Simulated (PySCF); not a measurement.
Species: C5HF3.
Bonds: C1–C2 (triple), C2–C3, C3–C4 (triple), C4–C5, C5–F6, C5–F7, C5–F8. Hydrogens: H9 on C1.

Computed with PySCF, PBE0-D3(BJ)/def2-SVP geometry optimisation, gas phase.

Task: What internal coordinates does the optimisation give?

Result: 
```csv
bond,length (bohr),order
C1≡C2,2.297,triple
C2–C3,2.589,single
C3≡C4,2.295,triple
C4–C5,2.773,single
"C5–F6, C5–F7, C5–F8",2.516,single
C1–H9,2.032,single
```

Bonds in one row agree within 0.02 bohr and their mean is given. Orders are formal, as drawn. A selection of angles:
```csv
angle,degrees
C1–C2–C3,179.9
C2–C3–C4,179.8
C3–C4–C5,179.7
C4–C5–F6,110.9
F6–C5–F7,107.9
```

All 3 C–F bonds measure 1.331 to 1.332 Å. The 4 C–C bonds span 1.215 Å (C3≡C4, drawn triple) to 1.468 Å (C4–C5, drawn single), a spread of 0.253 Å.

Point group: C3v (tolerance 0.08 Å). PBE0-D3(BJ)/def2-SVP frequencies: not computed here.
